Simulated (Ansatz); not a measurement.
`[BH2][AlH][S]C` + `OC[SiH2]Br` → `BOC[SiH2]Br` + `C[S][AlH2]`  (cleavage of the B–Al bond)

Gas-phase electronic energies from Ansatz, PBE0-D4/def2-TZVP geometries. CBS: MP2 limit from def2 TZ/QZ plus the TZ coupled-cluster correction, frozen cores. Functionals use def2-TZVPP. For Br outer-core shells are correlated without core-valence functions, which leaves a few kJ/mol of doubt a bond. Scalar relativity is left out up to krypton. One conformer a species, not always the lowest.

```
             level  ΔE (kJ/mol)
           ωB97M-V       -183.6
SCS-MP2/def2-TZVPP       -185.6
   CCSD/def2-TZVPP       -178.5
SCS-MP2/def2-QZVPP       -185.0
```

Question: What does CCSD(T)/CBS give? (An estimate is asked.)

Answer: The calculation gave: -178.4 kJ/mol. The listed levels differ from it by -5.2, -7.2, -0.1, -6.6 kJ/mol.

Largest T1 diagnostic among the species: 0.011.
